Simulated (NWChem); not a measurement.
System: SiH₃O cation; SMILES [OH+]=[SiH2]

NWChem input:

```
start job
memory heap 200 mb stack 900 mb global 1100 mb
charge 1
geometry units angstroms noautosym nocenter noautoz
  O     -0.151604    -1.089374     0.000000
  Si    -0.050471     0.495105     0.000000
  H      0.569462    -1.745977     0.000000
  H      1.255118     1.175440     0.000000
  H     -1.355214     1.162261     0.000000
end
basis spherical
  * library def2-svp
end
dft
  xc b3lyp
  iterations 150
end
cosmo
  do_cosmo_smd true
  solvent cychexon
end
task dft energy
```

Geometry: optimised at B3LYP/6-31G* (spherical d). Solvent: cyclohexanone.

Level: B3LYP/def2-SVP with SMD (1 M gas to 1 M solution), gas-phase geometry. Reactions with the solvent are ignored.

Q: Give the results of this calculation. (B3LYP/def2-SVP, SMD on the gas-phase geometry.) Quantities: solvation free energy (kcal/mol); cavity-dispersion-structure term (kcal/mol).

A: 
```json
{
 "solvation free energy (kcal/mol)": "-61.8",
 "cavity-dispersion-structure term (kcal/mol)": "-0.5"
}
```
